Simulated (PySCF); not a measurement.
## Radial density of V²⁺ (vanadium, charge +2)

M06, [Ar] 3d2 4p1, one real determinant (an excited configuration). All numbers are calculated (PySCF 2.14, no relativity, point nucleus, in aug-cc-pVTZ).

```
r (bohr)  4πr²ρ (e/bohr)  4πr²(ρα − ρβ)
 0.00118          0.1360         0.0000
 0.00199          0.3708         0.0000
 0.00335          0.9859         0.0000
 0.00563           2.511         0.0001
 0.00947           5.958         0.0002
  0.0159           12.54         0.0006
  0.0268           21.67         0.0014
  0.0450           27.30         0.0043
  0.0758           23.16         0.0151
   0.127           21.99         0.0469
   0.214           29.72         0.1281
   0.361           16.75         0.4931
   0.607           9.509         1.4409
    1.02           9.925         1.5691
    1.72           2.077         0.7337
    2.89          0.4961         0.4788
    4.85         0.09018         0.0902
    8.17       0.0003867         0.0004
```

⟨L²⟩ = 13.50 against 20 for a pure G term, so this real determinant mixes terms.
